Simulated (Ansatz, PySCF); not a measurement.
Molecule: KCl (charge 0, singlet). 
Structure (B3LYP-D3(BJ)/def2-TZVP (Ansatz, an electronic-structure program) minimum search):
SMILES: [K][Cl]
```xyz
2

K      0.0000     0.0000    -1.2757
Cl     0.0000     0.0000     1.4258
```

Dipole moments at this geometry, in debye (magnitudes).

| level | program | dipole (D) |
|---|---|---|
| HF/def2-TZVPD | PySCF | 10.81 |
| PBE/def2-TZVPD | Ansatz | 10.11 |
| BLYP/def2-TZVPD | Ansatz | 10.07 |
| M06-L/def2-TZVPD | PySCF | 10.48 |
| B97M-V/def2-TZVPD | Ansatz | 10.40 |
| r2SCANh/def2-TZVPD | Ansatz | 10.46 |
| M06-2X/def2-TZVPD | PySCF | 10.48 |
| HSE06/def2-TZVPD | Ansatz | 10.37 |
| CAM-B3LYP/def2-TZVPD | Ansatz | 10.46 |
| CCSD(T)/def2-SVPD | Ansatz | 10.91 |
